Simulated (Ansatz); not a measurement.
`[Cl][In]([Cl])[Cl]` + HI → `[Cl][In]([Cl])[I]` + HCl at 700 K and 1 bar (ligand exchange at the In–Cl bond).

Computed with Ansatz on PBE0-D4/def2-TZVP structures; ΔE is electronic, products minus reactants. CCSD(T)/CBS is the MP2 limit (def2-TZVPP, def2-QZVPP) plus CCSD(T) − MP2 in def2-TZVPP, frozen cores. This one scheme is used for every species. def2 core potentials past Kr. For I, In outer-core shells are correlated without core-valence functions, which leaves a few kJ/mol of doubt a bond.

```json
{"species": "`[Cl][In]([Cl])[Cl]`", "CCSD(T)/CBS energy (Eh)": "-1569.29867", "H − E (kJ/mol)": "59.1", "S (J/(mol·K))": "409.1"}
{"species": "HI", "CCSD(T)/CBS energy (Eh)": "-298.03592", "H − E (kJ/mol)": "34.6", "S (J/(mol·K))": "231.7"}
{"species": "`[Cl][In]([Cl])[I]`", "CCSD(T)/CBS energy (Eh)": "-1406.96832", "H − E (kJ/mol)": "58.9", "S (J/(mol·K))": "438.3"}
{"species": "HCl", "CCSD(T)/CBS energy (Eh)": "-460.38127", "H − E (kJ/mol)": "38.4", "S (J/(mol·K))": "211.8"}
```

H − E and S are ideal-gas, rigid-rotor, harmonic terms from PBE0-D4/def2-TZVP. 1 Eh = 2625.50 kJ/mol, R = 8.31446 J/(mol·K).

Q: By hand: ΔE, ΔH, ΔS and ΔG.

A: ΔE = (-1406.96832) + (-460.38127) − (-1569.29867) − (-298.03592) = -0.01500 Eh = -39.4 kJ/mol. Δ(H − E) = 58.9 + 38.4 − 59.1 − 34.6 = 3.6, so ΔH = -35.8 kJ/mol. ΔS = 438.3 + 211.8 − 409.1 − 231.7 = 9.3 J/(mol·K). ΔG = -35.8 − 700 × (9.3)/1000 = -42.3 kJ/mol.

Q: By hand: the equilibrium constant, and the temperature at which ΔG would vanish if ΔH and ΔS stayed fixed.

A: log₁₀ K = −ΔG/(RT ln 10) = 3.2. ΔH and −TΔS have one sign here, so there is no such temperature.

The number of gas molecules stays the same, so ΔS is small and ΔH decides. A doubt of 5 kJ/mol in ΔE shifts log₁₀ K by 0.4 here. These are equilibria of isolated gas molecules and say nothing of rates. Largest T1 diagnostic: 0.012 (customary marks: 0.02 for closed shells, 0.045 for open ones).
